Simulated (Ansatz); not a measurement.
Ansatz (a first-principles code) input (MP2/6-31G* with LANL2DZ past Ar): The .json file joins the Basis Set Exchange's 6-31G* for atoms up to Ar and LANL2DZ past it.

Ansatz 0.2 input:
```yaml
crystal:
  periodic: [false, false, false]
  atoms:
    - {symbol: Sr, position_ang: [-0.00000000, -0.00000000, -0.76713990]}
    - {symbol: Cl, position_ang: [0.00000000, 0.00000000, 1.71478330]}
basis:
  gaussian:
    orbitals: 6-31Gs+LANL2DZ.json
total_charge: 1
magnetization: {spin_polarized: false}
correlation: {method: mp2, electrons: outside_noble_gas}
relax: {f_tol: 0.003, max_steps: 120}
```

Question: What final total energy does it give?

Answer: -489.56985 Eh.
